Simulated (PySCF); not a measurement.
Sn(H)2(SiH3)2 (H₈Si₂Sn), SMILES [SiH3][SnH2][SiH3].

Geometry: PBE0-D3(BJ)/def2-SVP. The structure was generated by enumeration; whether it is a known compound was not checked. The def2 effective core potentials stand for the cores of Sn; spin–orbit coupling is left out.

Two levels are set side by side: TDDFT-PBE/def2-SVPD (PySCF) and TDDFT-B3LYP/def2-SVPD (PySCF). Vertical, same geometry. The lowest singlet is HOMO→LUMO+1 54 %, HOMO→LUMO 41 % with PBE and HOMO→LUMO+1 67 %, HOMO→LUMO 32 % with the other functional; states are paired by order. Differences are taken from unrounded values.

```
quantity                               TDDFT-B3LYP  TDDFT-PBE  TDDFT-PBE minus TDDFT-B3LYP
-------------------------------------  -----------  ---------  ---------------------------
lowest singlet excitation (eV)                6.23       5.89                        -0.34
lowest triplet excitation (TDA) (eV)          5.38       5.16                        -0.22
first bright state (f over 0.05) (eV)         6.23       5.89                        -0.34
its oscillator strength                       0.09       0.10                         0.02
```

Functionals without exact exchange tend to place singlet excitations lower, as here. Differences between two approximate levels are no errors against the true value.

Rough cost on one machine, each run with all the roots and properties that it gave: TDDFT-B3LYP against TDDFT-PBE about 3 times.
